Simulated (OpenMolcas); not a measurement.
**Computed levels of N+**

```json
{
 "Program": "OpenMolcas 26.06",
 "Method": "CASSCF",
 "Basis": "ANO-RCC-VTZP [4s3p2d1f]",
 "Scalar Hamiltonian": "DKH2, point nucleus",
 "Active space": "4 electrons in 4 orbitals (2s 2p)",
 "State averaging": "2S+1 = 3 even, 6 roots; 2S+1 = 1 even, 6 roots kept (CI in the orbitals of an earlier block); 2S+1 = 5 odd, 1 root; 2S+1 = 3 odd, 9 roots kept (CI in the orbitals of an earlier block); 2S+1 = 1 odd, 8 roots kept (CI in the orbitals of an earlier block)",
 "Spin-orbit coupling": "RASSI with atomic mean-field integrals over the reference wave functions, term energies averaged over their components"
}
```

Spin-free terms above the lowest, with the occupations of the reference:

```json
{"Configuration": "2s² 2p²", "Term": "³P", "E (cm⁻¹)": "0.0", "Occupations": "2s 1.96 2p 2.04"}
{"Configuration": "2s² 2p²", "Term": "¹D", "E (cm⁻¹)": "17486", "Occupations": "2s 1.96 2p 2.04"}
{"Configuration": "2s² 2p²", "Term": "¹S", "E (cm⁻¹)": "30797", "Occupations": "2s 1.86 2p 2.13"}
{"Configuration": "2s 2p³", "Term": "⁵S°", "E (cm⁻¹)": "35503", "Occupations": "2s 1.00 2p 3.00"}
{"Configuration": "2s 2p³", "Term": "³D°", "E (cm⁻¹)": "96342", "Occupations": "2s 1.00 2p 3.00"}
{"Configuration": "2s 2p³", "Term": "³P°", "E (cm⁻¹)": "114439", "Occupations": "2s 1.00 2p 3.00"}
{"Configuration": "2s 2p³", "Term": "¹D°", "E (cm⁻¹)": "163729", "Occupations": "2s 1.00 2p 3.00"}
{"Configuration": "2s 2p³", "Term": "³S°", "E (cm⁻¹)": "170277", "Occupations": "2s 1.00 2p 3.00"}
{"Configuration": "2s 2p³", "Term": "¹P°", "E (cm⁻¹)": "181826", "Occupations": "2s 1.00 2p 3.00"}
```

With spin-orbit coupling, above the lowest level:

```tsv
Configuration	Term	J	E (cm⁻¹)	Measured (cm⁻¹)	g	Term weight %
2s² 2p²	³P	0	0.0	0.0		100
2s² 2p²	³P	1	44.1	48.7	1.501	100
2s² 2p²	³P	2	131	131	1.501	100
2s² 2p²	¹D	2	17574	15316	1.000	100
2s² 2p²	¹S	0	30885	32689		100
2s 2p³	⁵S°	2	35590	46785	2.002	100
2s 2p³	³D°	2	96429	92250	1.167	100
2s 2p³	³D°	1	96429	92251	0.499	100
2s 2p³	³D°	3	96429	92236	1.334	100
2s 2p³	³P°	0	114526	109223		100
2s 2p³	³P°	1	114526	109216	1.501	100
2s 2p³	³P°	2	114527	109217	1.501	100
2s 2p³	¹D°	2	163817	144188	1.000	100
2s 2p³	³S°	1	170364	155127	2.002	100
2s 2p³	¹P°	1	181914	166766	1.000	100
```

Against the 14 measured excited levels shown (NIST Handbook of Basic Atomic Spectroscopic Data) the mean absolute deviation is 6700 cm-1; the largest miss in energy is 2s 2p³ ¹D°₂: computed 163817, measured 144188 cm⁻¹ (+13.6 %), and the largest in proportion 2s 2p³ ⁵S°₂ (-23.9 %).

Spin-orbit coupling puts the lowest level 87.6 cm⁻¹ below the lowest spin-free term.

For ³P the intervals divided by the larger J are 44.1, 43.4 cm-1. Landé's interval rule makes them equal in pure LS coupling; they differ by 1 % of their mean. The multiplet is regular.

Without dynamic correlation excited terms often stand tens of per cent too high (terms of higher spin than the ground term too low), and those without a measured partner can miss by more than the paired ones. Terms from blocks run as CI alone lack orbitals of their own. Measured partners are found by configuration, term and J. A level has none where our copy of the source lacks it or the pairing is in doubt (some pairs that miss far off the trend of their configuration count as doubtful), and it then counts in no deviation. Levels of configurations outside the active space are missing. The first state left out of the spin-orbit step lies near 250000 cm-1 above the lowest spin-free state of the reference (among the parities and spins computed), and the list stops at four fifths of that energy or lower.

The term weight is that of the spin-free term in the level, not the purity of its configuration. ° marks odd parity.
